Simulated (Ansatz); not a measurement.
Geometry optimisation, RKS r2SCAN/STO-3G (Ansatz).

Input file:

```yaml
crystal:
  periodic: [false, false, false]
  atoms:
    - { symbol: Si, position_ang: [0.2714, -1.0758, 1.9312] }
    - { symbol: Si, position_ang: [0.2064, -0.8265, -0.3488] }
    - { symbol: C, position_ang: [1.38979, -1.86927, -1.32038] }
    - { symbol: C, position_ang: [2.19473, -0.67833, -1.42392] }
    - { symbol: O, position_ang: [1.20236, 0.34229, -0.99029] }
    - { symbol: H, position_ang: [1.6209, -1.0535, 2.4273] }
    - { symbol: H, position_ang: [-0.4225, 0.1359, 2.5622] }
    - { symbol: H, position_ang: [-0.4239, -2.2564, 2.3607] }
    - { symbol: H, position_ang: [-1.13479, -0.75375, -0.90143] }
    - { symbol: H, position_ang: [0.99209, -2.2643, -2.2432] }
    - { symbol: H, position_ang: [1.86554, -2.71604, -0.75571] }
    - { symbol: H, position_ang: [2.56992, -0.4031, -2.416] }
    - { symbol: H, position_ang: [3.14907, -0.55362, -0.77449] }
basis:
  gaussian: { orbitals: STO-3G }
hamiltonian:
  xc: r2scan
relax:
  f_tol: 0.015
  max_steps: 40
```

Command:

```bash
$ ansatz run input.yaml --threads 1 --pin off --max-ram 2048MiB --backend cpu --events-out ev --progress --plain --runs-dir out
```

Problem. Where does it end, and by what steps?

Solution. It converged. The force dipped under the threshold on the way, but the program's further checks kept it going. Limits of this set-up: minimal basis. After 11 steps the energy has fallen by 0.766 eV; H13 moved furthest, 0.43 Å.

```
step  energy less start (eV)  largest force component (eV/Å)  accepted
   0                  0.0000                           5.508       yes
   1                 -0.6523                           1.563       yes
   2                 -0.7404                           0.326       yes
   3                 -0.7549                           0.359       yes
   4                 -0.7613                           0.149       yes
   5                 -0.7640                           0.083       yes
   6                 -0.7648                           0.067       yes
   7                 -0.7651                           0.044       yes
   8                 -0.7654                           0.005       yes
   9                 -0.7656                           0.010       yes
  10                 -0.7655                           0.023        no
  11                 -0.7656                           0.008       yes
```

```xyz
13
Properties=species:S:1:pos:R:3
Si 0.149 -1.052 1.990
Si 0.300 -0.812 -0.259
C 1.455 -1.921 -1.240
C 2.232 -0.592 -1.564
O 1.403 0.427 -0.850
H 1.453 -1.182 2.599
H -0.521 0.078 2.596
H -0.612 -2.239 2.316
H -1.033 -0.666 -0.834
H 1.040 -2.405 -2.131
H 2.059 -2.647 -0.683
H 2.278 -0.367 -2.654
H 3.278 -0.594 -1.180
```

Whether the end is a true minimum wasn't checked by a vibrational analysis.

Time of the run: 42 s on 1 thread of Intel(R) Xeon(R) Platinum 8488C (Sapphire Rapids) (shared host), peak memory 0.16 GiB.
